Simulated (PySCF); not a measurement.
Job for PySCF: R-HF/STO-3G on C2H6BCl (SMILES CB(C)Cl), a point of a torsion scan.

```python
from pyscf import gto, scf, dft, mp
from pyscf.data.elements import chemcore

mol = gto.M(
    atom='''
    C    -1.35909982   -0.39267858    0.11145223
    B    -0.26050981    0.72125227    0.32972307
    C    -0.10244463    1.97718701   -0.61568728
    Cl    0.85180477    0.53071787    1.62178352
    H    -1.77380003   -0.76032394    1.04783480
    H    -0.90953825   -1.25758639   -0.37755882
    H    -2.18160033   -0.06519939   -0.51877555
    H     0.01132486    2.90023809   -0.04981011
    H     0.80450930    1.88424678   -1.21356877
    H    -0.93228052    2.10513866   -1.30518694
    ''',
    basis='sto-3g',
    charge=0, spin=0, verbose=3, max_memory=1800)
mf = scf.RHF(mol)
mf.conv_tol = 1e-8
mf.max_cycle = 100
mf.kernel()
if not mf.converged:
    mf = mf.newton().run(mf.mo_coeff, mf.mo_occ)
```

Q: Give the final energy of this run.

A: -557.3223 hartree.
